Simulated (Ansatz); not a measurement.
Mulliken charges of `FC(Cl)CI` from r2SCAN/def2-TZVPP in Ansatz (PBE0-D4/def2-TZVP geometry).

```
atom   x (Å)   y (Å)   z (Å)  charge (e)
  F1  -1.508  -0.762   0.772      -0.191
  C2  -0.736   0.201   0.190       0.220
 Cl3  -0.571   1.552   1.323      -0.126
  C4   0.593  -0.420  -0.151      -0.138
  I5   1.785   0.853  -1.369      -0.060
  H6  -1.263   0.582  -0.685       0.074
  H7   0.422  -1.327  -0.728       0.114
  H8   1.162  -0.643   0.748       0.108
```

Question: By hand: the dipole of these point charges (1 e Å = 4.8032 D).

Answer: Σ q r = (0.089, -0.177, -0.222) e Å, of length 0.298 e Å = 1.43 D.

Question: How does the dipole of the full density compare? (An estimate is asked.)

Answer: Computed: (0.047, -0.198, -0.176) e Å, 1.29 D; the point charges give 1.11 times that, at 12° from its direction.

Point charges leave out the atoms' own dipoles, such as those of lone pairs, and Mulliken's split depends on the basis, so the close match here is no proof of good charges.
